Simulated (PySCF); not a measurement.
BI2, SMILES I[B+]I, charge +1. Atoms are numbered in the order given.

```xyz
3

B      0.0000     0.0000     0.0000
I      0.0000     0.0000    -1.9744
I      0.0000     0.0000     1.9744
```
Charge +1, spin multiplicity 1.

The structure is a stationary point at B3LYP-D3(BJ)/def2-TZVP. The def2 effective core potentials stand for the cores of I; spin–orbit coupling is left out.

These are PBE/def2-TZVPD run with PySCF values and carry that method's errors.

Mulliken values depend strongly on the basis, most of all with diffuse functions as here. ESP charges are fitted to the potential on shells at 1.4 to 2.0 van der Waals radii. Atomic charges (e):

| atom | Mulliken | ESP fit |
|---|---|---|
| B1 | 0.12 | -0.27 |
| I2 | 0.44 | 0.63 |
| I3 | 0.44 | 0.63 |
